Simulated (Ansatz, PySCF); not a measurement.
Species: fluoro(trimethyl)silane, C₃H₉FSi, charge 0, multiplicity 1. 
Geometry from a B3LYP-D3(BJ)/def2-TZVP (Ansatz, a first-principles code) optimisation:
```
Si
F 1 1.6195
C 1 1.8648 2 107.27
H 3 1.0920 1 111.14 2 60.14
H 3 1.0920 4 107.97 1 122.14
H 3 1.0929 4 107.84 5 116.27
C 1 1.8648 2 107.27 3 -120.00
H 7 1.0920 1 111.14 2 -60.14
H 7 1.0920 8 107.97 1 -122.14
H 7 1.0929 8 107.84 9 -116.27
C 1 1.8648 2 107.27 7 -120.00
H 11 1.0920 1 111.14 2 60.14
H 11 1.0920 12 107.97 1 122.14
H 11 1.0929 12 107.84 13 116.27
```

Property: vertical ionisation energy (to the doublet state of charge +1; each state is the SCF solution reached for its spin; the molecule has degenerate orbitals, so one determinant may break the symmetry; for the doublet the Hartree-Fock reference is unstable and T1 is 0.018), in eV. Valence correlation only, unless marked. Open shells are spin-unrestricted. No spin-orbit coupling. No relativistic terms. 

| level | program | vertical ionisation energy (eV) |
|---|---|---|
| SVWN5/def2-TZVPD | Ansatz | 10.38 |
| r2SCAN/def2-TZVPD | Ansatz | 10.40 |
| PBE0/def2-TZVPD | Ansatz | 10.62 |
| CAM-B3LYP/def2-TZVPD | Ansatz | 10.85 |
| wB97X-V/def2-TZVPD | Ansatz | 10.88 |
| CCSD/aug-cc-pV(D+d)Z | Ansatz | 10.96 |

For comparison, minus the highest occupied orbital energy (PySCF): 7.23 eV at PBE/def2-TZVPD, 9.83 eV at M06-2X/def2-TZVPD, 7.89 eV at TPSSh/def2-TZVPD.
